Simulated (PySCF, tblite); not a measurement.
Isomers of C2H8N3Si2 (doublet state). Level: GFN2-xTB in tblite, geometry and Hessian alike; calculated harmonic values, unscaled, isolated species. This tight-binding method is rough: wavenumbers can miss measured ones by several per cent, in bad cases by 10 to 20. Modes of hydrogen on silicon can be 10 to 20 % off. One conformer each. Open shells enter through the occupations alone, without spin polarisation, and single modes of such species can be off by tens of per cent.

Electronic energies: B3LYP/pcH-1 single points on the GFN2-xTB geometries (PySCF, gas phase).

```tsv
SMILES	electronic energy, lowest = 0 (kJ/mol)
C=C[Si@]1(N)[N][SiH2]N1	130.0
C=C[Si]1(N)N[SiH]N1	0.0
C=C[Si]1([NH])N[SiH2]N1	135.3
```

How do GFN2-xTB zero-point energies change the relative energies?

| SMILES | ZPE (kJ/mol) | of it from modes above 1550 cm⁻¹ | electronic (kJ/mol) | with ZPE, lowest = 0 (kJ/mol) | lowest mode (cm⁻¹) | rings |
| --- | --- | --- | --- | --- | --- | --- |
| C=C[Si]1(N)N[SiH]N1 | 277.9 | 162.0 | 0.0 | 0.0 | 48 | 1 |
| C=C[Si@]1(N)[N][SiH2]N1 | 272.6 | 155.5 | 130.0 | 124.6 | 51 | 1 |
| C=C[Si]1([NH])N[SiH2]N1 | 267.5 | 155.2 | 135.3 | 124.8 | 0i | 1 |

The zero-point energies span 10.4 kJ/mol, from `C=C[Si]1([NH])N[SiH2]N1` to `C=C[Si]1(N)N[SiH]N1`. Slightly imaginary modes are left out of the zero-point energy: `C=C[Si]1([NH])N[SiH2]N1` 0.1i cm⁻¹. The order is unchanged.

And how do the electronic energies of GFN2-xTB itself compare?

`C=C[Si]1(N)N[SiH]N1` 0.0; `C=C[Si@]1(N)[N][SiH2]N1` 54.3; `C=C[Si]1([NH])N[SiH2]N1` 39.9 kJ/mol, lowest = 0. Against the energies above, taken from the same isomer `C=C[Si]1(N)N[SiH]N1`, the largest difference is 95.4 kJ/mol.
